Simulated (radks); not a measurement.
Ionisation of the gadolinium ion Gd17+, [Kr] 4d10 4f1, to [Kr] 4d10 as the strength of local exchange is varied. All-electron calculation, Dirac Kohn-Sham, Slater X-alpha exchange (alpha = 2/3 is LDA exchange), no correlation, spin-unpolarised, spherical densities, finite nucleus; open shells are shared between the two j in proportion to 2j + 1; Fermi nuclear charge, rms radius 5.1569 fm. Program: a radial shooting solver on a logarithmic mesh with Libxc functionals.

alpha,E(Gd17+) (hartree),exchange (hartree),IE (eV),-e of the level emptied (eV),<r> of it (bohr)
0.624,-11156.7602,-207.9800,379.41,360.87 (4f7/2),0.6176
0.634,-11160.0936,-211.3668,380.06,361.51 (4f7/2),0.6170
0.667,-11171.1000,-222.5550,382.21,363.61 (4f7/2),0.6150
0.699,-11181.7816,-233.4219,384.31,365.66 (4f7/2),0.6131
0.7,-11182.1155,-233.7618,384.37,365.73 (4f7/2),0.6130
0.787,-11211.2009,-263.3952,390.10,371.34 (4f7/2),0.6079
1.007,-11285.0361,-338.9028,404.83,385.77 (4f7/2),0.5956

NIST Atomic Spectra Database: 384 +/- 2.5 eV (theoretical). The Delta-SCF value meets it near alpha = 0.70. Spin polarisation and multiplet splitting are left out, so open shells lie too high by an amount that depends on their filling. Sharing an open shell by 2j + 1 raises it above the true ground level by a part of the spin-orbit splitting, which enters the differences from NIST.

Beside tabulated values, note that spin-unpolarised runs miss the spin-polarisation part of the exchange energy of open shells.
